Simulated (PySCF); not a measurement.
PySCF job for Al(vinyl)(OH)2 (C₂H₅AlO₂), SMILES [OH][Al]([CH]=C)[OH], PBE-D3(BJ)/def2-SVP. Geometry: PBE-D3(BJ)/def2-SVP. The structure was generated by enumeration; whether it is a known compound was not checked. One conformer was computed; it need not be the lowest.

```python
import numpy as np
from pyscf import gto, scf, dft, df
from pyscf.hessian import thermo

mol = gto.M(
    atom='''
    Al   -0.02668471   -0.47707777    0.00000000
    C    -0.77837610    1.30919871    0.00000000
    C     0.00789469    2.40916020    0.00000000
    H    -1.87354864    1.46923254    0.00000000
    H    -0.40417017    3.43589873    0.00000000
    H     1.11035397    2.33691106    0.00000000
    O     1.68941395   -0.57772632    0.00000000
    H     2.21654071   -1.38949551    0.00000000
    O    -1.09492967   -1.82289160    0.00000000
    H    -0.83526042   -2.75574605    0.00000000
    ''',
    basis='def2-SVP',
    charge=0,
    spin=0,
    max_memory=1600,
    verbose=3,
)
mf = dft.RKS(mol, xc='pbe').density_fit(auxbasis='def2-universal-jkfit')
mf.disp = 'd3bj'
mf.grids.level = 3
mf.conv_tol = 1e-11
mf.max_cycle = 100
mf.kernel()

# [left out here: the lines that compute and print the analytic Hessian (its translational invariance restored by hand, since the grid's response is missing), thermochemistry and intensities]
```

Log of the run:

```
converged SCF energy = -471.531629120993

WARN: DFTD3 does not support analytical Hessian, using finite difference


WARN: Mole.unit (angstrom) is changed to Bohr

Mode                                 0                   1                   2
Irrep
Freq [cm^-1]                       73.8314            107.2620            223.4991
Reduced mass [au]                   2.5914              3.8472              3.9601
Force const [Dyne/A]                0.0083              0.0261              0.1165
Char temp [K]                     106.2270            154.3261            321.5655
Normal mode                   x     y     z       x     y     z       x     y     z
       0  Al                -0.00  0.00  0.04   -0.06  0.00 -0.00    0.04 -0.04 -0.00
       1   C                -0.00  0.00  0.14   -0.02  0.01 -0.00   -0.00 -0.08  0.00
       2   C                 0.00 -0.00 -0.13    0.13 -0.09  0.00   -0.01 -0.08  0.00
       3   H                -0.00  0.00  0.38    0.00  0.14 -0.00   -0.00 -0.10  0.00
       4   H                 0.00 -0.00 -0.12    0.27 -0.03  0.00   -0.01 -0.08  0.00
       5   H                 0.00 -0.00 -0.38    0.12 -0.24  0.00   -0.01 -0.08 -0.00
       6   O                -0.00  0.00  0.03   -0.05  0.13 -0.00    0.05  0.10  0.00
       7   H                -0.00  0.00 -0.09    0.02  0.17  0.00    0.19  0.19 -0.00
       8   O                 0.00 -0.00 -0.09    0.03 -0.07  0.00   -0.11  0.09  0.00
       9   H                 0.00 -0.00 -0.16    0.10 -0.05  0.00   -0.33  0.03  0.00
Mode                                 3                   4                   5
Irrep
Freq [cm^-1]                      229.3491            248.5876            310.0883
Reduced mass [au]                   2.0340              1.2952              3.9796
Force const [Dyne/A]                0.0630              0.0472              0.2255
Char temp [K]                     329.9823            357.6622            446.1480
Normal mode                   x     y     z       x     y     z       x     y     z
       0  Al                 0.00 -0.00  0.11   -0.00 -0.00 -0.07    0.02  0.08 -0.00
       1   C                -0.00 -0.00 -0.03    0.00  0.00  0.04   -0.14 -0.03 -0.00
       2   C                -0.00 -0.00 -0.01    0.00  0.00 -0.00   -0.00 -0.13  0.00
       3   H                -0.00 -0.00 -0.27    0.00  0.00  0.19   -0.13  0.02  0.00
       4   H                 0.00 -0.00 -0.23   -0.00  0.00  0.12    0.17 -0.06  0.00
       5   H                -0.00 -0.00  0.22    0.00  0.00 -0.15   -0.01 -0.30 -0.00
       6   O                 0.00  0.00 -0.10   -0.00 -0.00  0.00    0.02 -0.06  0.00
       7   H                 0.00  0.00  0.27   -0.00 -0.00  0.72   -0.15 -0.17  0.00
       8   O                -0.00  0.00 -0.04    0.00 -0.00  0.07    0.05  0.08  0.00
       9   H                -0.00  0.00 -0.47    0.00 -0.00 -0.42    0.02  0.07  0.00
Mode                                 6                   7                   8
Irrep
Freq [cm^-1]                      331.7365            463.8331            492.7372
Reduced mass [au]                   1.2105              1.6043              1.1589
Force const [Dyne/A]                0.0785              0.2034              0.1658
Char temp [K]                     477.2950            667.3526            708.9392
Normal mode                   x     y     z       x     y     z       x     y     z
       0  Al                -0.00 -0.00  0.03   -0.00  0.00 -0.06    0.01  0.02 -0.00
       1   C                 0.00  0.00  0.01   -0.00  0.00  0.16   -0.00 -0.01  0.00
       2   C                -0.00  0.00  0.00    0.00 -0.00 -0.02   -0.00 -0.02 -0.00
       3   H                 0.00 -0.00  0.07   -0.00  0.00 -0.33   -0.01 -0.03 -0.00
       4   H                -0.00  0.00  0.05    0.00  0.00 -0.57    0.01 -0.01 -0.00
       5   H                 0.00  0.00 -0.06   -0.00 -0.00  0.38   -0.00 -0.03  0.00
       6   O                -0.00  0.00 -0.06    0.00  0.00  0.01   -0.04 -0.05  0.00
       7   H                 0.00  0.00  0.56   -0.00 -0.00  0.06    0.55  0.35  0.00
       8   O                -0.00 -0.00 -0.08    0.00 -0.00  0.01   -0.05  0.02  0.00
       9   H                -0.00 -0.00  0.70   -0.00 -0.00  0.14    0.62  0.19  0.00
Mode                                 9                  10                  11
Irrep
Freq [cm^-1]                      566.5721            588.4117            818.9930
Reduced mass [au]                   1.6312              3.3697              4.6363
Force const [Dyne/A]                0.3085              0.6874              1.8322
Char temp [K]                     815.1710            846.5935           1178.3485
Normal mode                   x     y     z       x     y     z       x     y     z
       0  Al                 0.00 -0.00  0.00   -0.03  0.04 -0.00    0.05 -0.11 -0.00
       1   C                -0.00 -0.00 -0.00    0.13 -0.14  0.00   -0.04  0.04  0.00
       2   C                 0.00 -0.00 -0.00   -0.00 -0.06  0.00   -0.00  0.03  0.00
       3   H                -0.00 -0.00  0.00    0.12 -0.22 -0.00   -0.04  0.08  0.00
       4   H                -0.00 -0.00  0.00   -0.21 -0.14 -0.00    0.11  0.08 -0.00
       5   H                 0.00  0.00 -0.00    0.01  0.15  0.00   -0.01 -0.07 -0.00
       6   O                 0.10  0.05 -0.00   -0.08  0.03  0.00   -0.10  0.03  0.00
       7   H                -0.41 -0.30  0.00   -0.24 -0.08  0.00   -0.25 -0.07 -0.00
       8   O                -0.11 -0.04 -0.00    0.04  0.06  0.00    0.05  0.10  0.00
       9   H                 0.56  0.13 -0.00    0.14  0.09  0.00    0.22  0.14 -0.00
Mode                                12                  13                  14
Irrep
Freq [cm^-1]                      898.4946            958.5931            965.6873
Reduced mass [au]                   8.3804              1.3532              1.1720
Force const [Dyne/A]                3.9861              0.7326              0.6439
Char temp [K]                    1292.7336           1379.2021           1389.4090
Normal mode                   x     y     z       x     y     z       x     y     z
       0  Al                 0.12  0.06 -0.00    0.00 -0.00  0.00    0.03  0.00 -0.00
       1   C                 0.00  0.00  0.00   -0.00  0.00  0.05   -0.05  0.01 -0.00
       2   C                -0.01  0.01  0.00    0.00 -0.00 -0.14    0.05 -0.07  0.00
       3   H                -0.02 -0.12  0.00    0.00  0.00 -0.05    0.04  0.61  0.00
       4   H                 0.08  0.04 -0.00   -0.00 -0.00  0.63   -0.44 -0.27 -0.00
       5   H                -0.01 -0.07 -0.00    0.00  0.00  0.56    0.08  0.45 -0.00
       6   O                -0.12  0.01  0.00   -0.00 -0.00 -0.00   -0.02 -0.00  0.00
       7   H                -0.15 -0.00 -0.00   -0.00  0.00  0.00   -0.01  0.00  0.00
       8   O                -0.07 -0.10  0.00   -0.00 -0.00 -0.00   -0.01 -0.01  0.00
       9   H                -0.10 -0.11  0.00   -0.00 -0.00 -0.00   -0.00 -0.01  0.00
Mode                                15                  16                  17
Irrep
Freq [cm^-1]                     1026.0034           1223.7428           1372.5718
Reduced mass [au]                   1.0730              1.3742              1.1956
Force const [Dyne/A]                0.6655              1.2125              1.3271
Char temp [K]                    1476.1904           1760.6934           1974.8253
Normal mode                   x     y     z       x     y     z       x     y     z
       0  Al                 0.00  0.00  0.00    0.00  0.01 -0.00   -0.00  0.01 -0.00
       1   C                -0.00  0.00  0.07    0.08 -0.07  0.00   -0.05 -0.11  0.00
       2   C                 0.00 -0.00  0.00   -0.11  0.02  0.00    0.00  0.01 -0.00
       3   H                 0.00  0.00 -0.75    0.20  0.69 -0.00   -0.03  0.07 -0.00
       4   H                -0.00 -0.00  0.33    0.20  0.13 -0.00    0.58  0.27 -0.00
       5   H                 0.00  0.00 -0.51   -0.13 -0.35 -0.00    0.07  0.63 -0.00
       6   O                 0.00  0.00 -0.00    0.00 -0.00  0.00    0.00 -0.00  0.00
       7   H                 0.00  0.00 -0.00    0.01  0.00  0.00    0.01  0.00  0.00
       8   O                -0.00  0.00 -0.00   -0.00 -0.00  0.00   -0.00 -0.00  0.00
       9   H                -0.00  0.00 -0.00   -0.01 -0.01  0.00   -0.00 -0.00  0.00
Mode                                18                  19                  20
Irrep
Freq [cm^-1]                     1602.0048           3029.7017           3059.4499
Reduced mass [au]                   4.5081              1.0588              1.0905
Force const [Dyne/A]                6.8166              5.7261              6.0142
Char temp [K]                    2304.9282           4359.0662           4401.8673
Normal mode                   x     y     z       x     y     z       x     y     z
       0  Al                 0.00 -0.01 -0.00   -0.00 -0.00 -0.00   -0.00 -0.00 -0.00
       1   C                 0.09  0.16 -0.00   -0.01  0.01 -0.00   -0.08  0.01  0.00
       2   C                -0.11 -0.16  0.00   -0.03 -0.06  0.00    0.02  0.01 -0.00
       3   H                 0.08 -0.07  0.00    0.22 -0.03  0.00    0.91 -0.14  0.00
       4   H                 0.25 -0.03 -0.00   -0.30  0.70 -0.00    0.04 -0.08  0.00
       5   H                -0.10  0.26 -0.00    0.56 -0.05 -0.00   -0.24  0.02  0.00
       6   O                -0.00  0.00 -0.00    0.00 -0.00  0.00   -0.00 -0.00  0.00
       7   H                -0.00 -0.00  0.00    0.00  0.00  0.00   -0.00  0.00  0.00
       8   O                 0.00 -0.00  0.00    0.00 -0.00  0.00    0.00  0.00  0.00
       9   H                -0.00 -0.00  0.00    0.00 -0.00  0.00    0.00 -0.00  0.00
Mode                                21                  22                  23
Irrep
Freq [cm^-1]                     3122.3744           3830.9665           3837.2871
Reduced mass [au]                   1.1153              1.0681              1.0681
Force const [Dyne/A]                6.4061              9.2360              9.2662
Char temp [K]                    4492.4016           5511.9079           5521.0017
Normal mode                   x     y     z       x     y     z       x     y     z
       0  Al                 0.00  0.00 -0.00    0.00  0.00 -0.00   -0.00 -0.00  0.00
       1   C                 0.01 -0.00 -0.00   -0.00  0.00  0.00    0.00  0.00 -0.00
       2   C                 0.08 -0.05  0.00    0.00 -0.00 -0.00    0.00 -0.00 -0.00
       3   H                -0.13  0.02 -0.00    0.00  0.00  0.00   -0.00 -0.00 -0.00
       4   H                -0.21  0.53 -0.00   -0.00  0.00 -0.00   -0.00  0.00 -0.00
       5   H                -0.73  0.05  0.00    0.00 -0.00 -0.00   -0.00  0.00  0.00
       6   O                -0.00 -0.00  0.00   -0.01  0.01  0.00    0.04 -0.05 -0.00
       7   H                 0.00 -0.00  0.00    0.11 -0.16  0.00   -0.53  0.78 -0.00
       8   O                -0.00 -0.00  0.00    0.01 -0.06  0.00    0.00 -0.01 -0.00
       9   H                 0.00 -0.00  0.00   -0.24  0.92 -0.00   -0.05  0.19 -0.00
temperature 298.1500 [K]
pressure 101325.00 [Pa]
Rotational constants [GHz] 6.11178 2.74605 1.89473
Symmetry number 1
Zero-point energy (ZPE) 0.06694 [Eh]   175742.063 [J/mol]
                           tot       elec      trans        rot        vib
Entropy [J/mol/K]       354.394      0.000    164.592    111.780     78.022
Cv [J/mol/K]            108.502      0.000     12.472     12.472     83.558
Cp [J/mol/K]            116.816      0.000     20.786     12.472     83.558
Internal energy [J/mol]                      3718.434   3718.434 188675.681
Internal energy [Eh]   -471.45693  -471.53163
Enthalpy [J/mol]                             6197.391   3718.434 188675.681
Enthalpy [Eh]          -471.45599
Gibbs free energy [J/mol]                  -42875.614 -29608.897 165413.372
Gibbs free energy [Eh] -471.49623
mode   freq/cm-1   IR/(km/mol)
   1       73.83         2.355
   2      107.26         0.838
   3      223.50        23.754
   4      229.35         8.316
   5      248.59         0.027
   6      310.09         6.498
   7      331.74       273.032
   8      463.83        26.430
   9      492.74       298.852
  10      566.57         1.749
  11      588.41         9.612
  12      818.99       155.330
  13      898.49        89.578
  14      958.59        26.413
  15      965.69        18.211
  16     1026.00        11.226
  17     1223.74         1.615
  18     1372.57        11.627
  19     1602.00        13.712
  20     3029.70        22.540
  21     3059.45         6.981
  22     3122.37        10.733
  23     3830.97        50.740
  24     3837.29        77.703
max |gradient| / (hartree/bohr): 8.844804010362271e-05
APT charges: [ 1.4157 -0.3972  0.0044  0.004   0.016   0.027  -0.8033  0.2825 -0.8318
  0.2828]
```

Self-consistency was reached.

Cost: around 80 core-seconds (rough).
